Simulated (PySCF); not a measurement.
This script is equivalent to a calculation on Bi (bismuth, neutral).

```python
from pyscf import gto, scf, dft, mp, cc
import basis_set_exchange as bse
txt = bse.get_basis("aug-cc-pVDZ-PP", elements=["Bi"], fmt="nwchem", header=False)
cut = txt.index("\nECP")
mol = gto.M(atom="Bi 0 0 0", charge=0, spin=3, symmetry="D2h",
            basis=gto.basis.parse(txt[:cut]),
            ecp={"Bi": gto.basis.parse_ecp(txt[cut:])})
mf = dft.UKS(mol, xc="B88,P86")
mf.irrep_nelec = {'Ag': (4, 4), 'B1g': (1, 1), 'B2g': (1, 1), 'B3g': (1, 1), 'B1u': (2, 1), 'B2u': (2, 1), 'B3u': (2, 1)}
mf.kernel()
```

**Question.** What total energy does it give?

**Answer.** -214.759 hartree (calculated).

**Question.** Which occupied shell lies highest, and where?

**Answer.** 6p α, at -5.289 eV.

**Question.** What is ⟨S²⟩, and what would a pure spin state give?

**Answer.** 3.751, against 3.75.

Energies and moments cover only the electrons outside the core potential. Spin-orbit coupling, which splits the p, d and f shells strongly at this Z, is absent. Spin-orbit coupling is strong in this species (close to jj coupling), so the high-spin LS determinant is a model state, not a physical level.
